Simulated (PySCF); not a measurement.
Geometry:
```
atom   x (Å)   y (Å)   z (Å)
  C1  -3.004  -0.189   0.373
  C2  -2.329   0.939   0.837
  C3  -0.952   1.050   0.672
  C4  -0.220   0.040   0.029
  C5   1.229   0.161  -0.163
  C6   2.191  -0.902  -0.278
  C7   3.402  -0.303  -0.444
  O8   3.267   1.038  -0.449
  C9   1.961   1.314  -0.278
 C10  -0.911  -1.090  -0.431
 C11  -2.288  -1.204  -0.259
 H12  -4.085  -0.279   0.508
 H13  -2.879   1.737   1.343
 H14  -0.428   1.924   1.066
 H15   1.999  -1.971  -0.216
 H16   4.412  -0.686  -0.562
 H17   1.685   2.366  -0.286
 H18  -0.363  -1.882  -0.947
 H19  -2.807  -2.092  -0.628
```

Geometry: PBE0-D3(BJ)/def2-SVP; GIAO shifts from PySCF, gas phase, non-relativistic, averaged over equivalent atoms.

At PBE0/pcSseg-1 (227 basis functions):
```
  atoms  δ (ppm)
     C7    147.3
     C9    142.4
     C4    138.2
 C2/C11    134.3
     C5    133.4
     C1    132.3
 C3/C10    131.6
     C6    115.0
     O8    303.7
    H17     7.69
H14/H18     7.59
H13/H19     7.51
    H16     7.43
    H12     7.37
    H15     6.83
```

Referencing at the same level of theory: TMS for 13C (σ = 184.41 ppm) and 1H (σ = 31.27 ppm); 17O (σ = 334.56 ppm) against H2O.

**Question.** What do these become at KT3/pcSseg-2?

**Answer.** 
```csv
atoms,δ at KT3/pcSseg-2,change
C7,139.9,-7.4
C9,135.0,-7.4
C4,132.3,-5.9
C2/C11,126.6,-7.7
C5,128.1,-5.3
C1,124.3,-8.0
C3/C10,124.1,-7.5
C6,107.3,-7.7
O8,289.4,-14.3
H17,7.74,+0.05
H14/H18,7.45,-0.14
H13/H19,7.29,-0.22
H16,7.51,+0.08
H12,7.16,-0.21
H15,6.76,-0.07
```

Shifts are taken against calculated references (same method and geometry level): 13C (σref 181.31), 1H (σref 31.35) against TMS; H2O for 17O (σref 323.80).

The largest change is at O8 (aromatic ring oxygen). Cost: 508 basis functions, 2.9 min wall time (6 min CPU) on 2 threads of an Intel Xeon Platinum 8259CL, shared host. The order of the carbon signals changes between the two levels.

Unscaled 17O shifts of doubly bonded oxygen tend to come out too high, by tens of ppm or more. Experimental scales use liquid or dissolved standards, which lie at an offset from isolated H2O (liquid H2O: subtract about 36 ppm).
